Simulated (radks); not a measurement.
All-electron atom: the molybdenum ion Mo0.8+ in [Kr] 4d5 5s(up 0.2, down 0) (fractional occupations, a model configuration). All-electron calculation, scalar-relativistic Kohn-Sham, PBE, spin-polarised, spherical densities, finite nucleus; open shells are filled with parallel spins first (spin-orbit coupling, left out, can overturn this in heavy ions); Fermi nuclear charge, rms radius 4.4091 fm. Program: a radial shooting solver on a logarithmic mesh with Libxc functionals.

Normalised radial functions P(r) = r R(r), r in bohr:

r	4p up	4d up	5s up
0.005813	0.0112	0.0001	0.0475
0.007753	0.0186	0.0002	0.0570
0.01034	0.0306	0.0005	0.0661
0.0139	0.0502	0.0011	0.0728
0.01854	0.0795	0.0024	0.0736
0.02473	0.1218	0.0052	0.0648
0.03299	0.1787	0.0109	0.0416
0.04399	0.2460	0.0221	0.0019
0.05868	0.3095	0.0432	-0.0507
0.07826	0.3387	0.0798	-0.1015
0.1044	0.2894	0.1370	-0.1234
0.1392	0.1227	0.2142	-0.0862
0.1857	-0.1508	0.2964	0.0167
0.2477	-0.4279	0.3476	0.1396
0.3303	-0.5244	0.3158	0.1879
0.4406	-0.2911	0.1604	0.0862
0.5876	0.2278	-0.1109	-0.1285
0.7837	0.7659	-0.4260	-0.2937
1.045	1.0147	-0.6737	-0.2410
1.405	0.8635	-0.7615	0.0566
1.874	0.5131	-0.6811	0.4093
2.5	0.2117	-0.5025	0.6162
3.334	0.0570	-0.3029	0.5862
4.447	0.0090	-0.1441	0.3916
5.932	0.0007	-0.0506	0.1804
7.911	0.0000	-0.0115	0.0514
10.55	0.0000	-0.0014	0.0080

4p up: eigenvalue -44.645 eV, 2 radial nodes at r = 0.160, 0.524 bohr, <r> = 1.24 bohr, 90 % of the charge inside 1.85 bohr. 4d up: eigenvalue -9.976 eV, 1 radial node at r = 0.528 bohr, <r> = 1.88 bohr, 90 % of the charge inside 3.05 bohr. 5s up: eigenvalue -9.202 eV, 4 radial nodes at r = 0.0445, 0.179, 0.499, 1.34 bohr, <r> = 3.25 bohr, 90 % of the charge inside 4.79 bohr.
